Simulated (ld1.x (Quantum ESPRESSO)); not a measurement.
Which change was made? (Tl, TM)

```
Element                 : Tl (Z = 81)
Generator               : ld1.x (Quantum ESPRESSO) 7.5
Type                    : norm-conserving Troullier–Martins (Kleinman–Bylander form)
Functional              : LDA (PZ)
Relativity              : scalar-relativistic
Frozen core             : [Xe] 4f14
Valence charge          : 13
Reference configuration : 5d10 6s2 6p1
Partial waves           : 6s (bound): rc 1.95 bohr; 6p (bound): rc 2.75 bohr; 5d (bound): rc 1.50 bohr
Local potential         : the d channel
Core correction         : Bessel-smoothed model core inside 1.05 bohr
```

Cutoffs, loose and tight: the cutoffs (Ry, on a coarse ladder) from which the occupation-weighted sum of valence levels, in a spherical-Bessel basis at the reference potential, stays within 10 and 1 mRy of its value at 400 Ry. They do not see the model core or the augmentation charge, which bear on the density cutoff. Test errors are all-electron minus pseudo excitation energies from the reference, over the configurations 5d10 6s2 6p0; 5d10 6s1 6p0; 5d10 6s0 6p0; 5d10 6s1 6p1; 5d9 6s2 6p2; 5d10 6s2 6p1.3; 5d9 6s2 6p1 (two spin-polarised tests are not counted in the largest error); variants that change the core or the reference have their own tests. The largest error is taken over the tests solved by every variant that gives reliable tests at all, those not shown here included: 5d10 6s0 6p0; 5d10 6s1 6p0; 5d10 6s2 6p0; 5d10 6s2 6p1.3.

The base gives: outcome: generated; cutoff, loose: 50 Ry; cutoff, tight: 90 Ry; bound ghosts: s, p; largest test error (meV): -69.

(1) After one change the result is: outcome: generated, overlap not positive; bound ghosts: s (p not tested, overlap not positive); largest test error (meV): -53. Which change was it?
A. core [Xe] 4f14 5d10, valence charge 3; reference 6s2 6p0; waves now 6p (bound): rc 2.50 bohr; 6s (bound): rc 1.70 bohr; local potential the s channel; core correction none
B. core [Xe] 4f14 5d10, valence charge 3; reference 6s1 6p0; waves now 6p (bound): rc 2.30 bohr; 6s (bound): rc 1.50 bohr; local potential the s channel; core correction Bessel-smoothed model core, default radius (core density twice the valence density)
C. type ultrasoft; waves now 6s (bound): rcut 1.70, rcutus 1.95 bohr; 6s channel at -0.3 Ry: rcut 1.70, rcutus 1.95 bohr; 6p (bound): rcut 2.40, rcutus 2.75 bohr; 6p channel at 3.5 Ry: rcut 2.40, rcutus 2.75 bohr; 5d (bound): rcut 1.30, rcutus 1.50 bohr; 5d channel at -0.35 Ry: rcut 1.30, rcutus 1.50 bohr; local potential all-electron potential smoothed inside 1.15 bohr (lloc = -1); augmentation built from norm-conserving waves at rcut, not smoothed further

Answers

(1) C. The others give: core [Xe] 4f14 5d10, valence charge 3; reference 6s1 6p0; waves now 6p (bound): rc 2.30 bohr; 6s (bound): rc 1.50 bohr; local potential the s channel; core correction Bessel-smoothed model core, default radius (core density twice the valence density) → outcome: generated; cutoff, loose: 40 Ry; cutoff, tight: 140 Ry; bound ghosts: none; largest test error (meV): -296 | core [Xe] 4f14 5d10, valence charge 3; reference 6s2 6p0; waves now 6p (bound): rc 2.50 bohr; 6s (bound): rc 1.70 bohr; local potential the s channel; core correction none → outcome: generated; cutoff, loose: 30 Ry; cutoff, tight: 80 Ry; bound ghosts: d; largest test error (meV): +271. A file whose overlap is not positive is unfit for use, and its test errors describe a broken file.
